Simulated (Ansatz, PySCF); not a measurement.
F$_{2}$Ge, triplet, geometry from GFN2-xTB (the spin is typed, not shown lowest). Base run: REVPBE/def2-TZVP (PySCF).

PySCF was given this input:
```python
from pyscf import gto, scf, dft

mol = gto.M(
    atom='''
Ge    0.010786   -0.007667    0.337693
F     0.833896    1.528351   -0.593201
F    -0.872246   -1.501091   -0.607486
''',
    basis='def2-tzvp',
    charge=0,
    spin=2,
    verbose=4,
)

mf = dft.UKS(mol)
mf.xc = 'revpbe'
mf.kernel()
```

The same geometry, method and basis name were run in Ansatz (an electronic-structure program) and PySCF, at each program's defaults and at the settings that a row names. The base is PySCF at its defaults. Differences at the defaults can come from grids, fitting, cores and function types together.

```json
[
 {"code and settings": "PySCF, defaults (exact integrals, its default grid, spherical functions)", "ΔE vs base (mEh)": "0.000", "basis functions": "110", "E (Eh)": "-2276.48957", "SCF cycles": "12", "dipole (D)": "2.06"},
 {"code and settings": "Ansatz, defaults (factorised integrals, its default grid, spherical functions)", "ΔE vs base (mEh)": "-0.006", "basis functions": "110", "E (Eh)": "-2276.48958", "SCF cycles": "-", "dipole (D)": "-"},
 {"code and settings": "PySCF, density fitting with def2-universal-jkfit", "ΔE vs base (mEh)": "-0.058", "basis functions": "110", "E (Eh)": "-2276.48963", "SCF cycles": "12", "dipole (D)": "2.06"},
 {"code and settings": "PySCF, fine grid", "ΔE vs base (mEh)": "-0.004", "basis functions": "110", "E (Eh)": "-2276.48958", "SCF cycles": "12", "dipole (D)": "2.06"},
 {"code and settings": "Ansatz, high accuracy", "ΔE vs base (mEh)": "-0.006", "basis functions": "110", "E (Eh)": "-2276.48958", "SCF cycles": "-", "dipole (D)": "-"}
]
```

Open shells are given as the SCF converged; they aren't shown to be the lowest states, and a large step between rows can be another state.
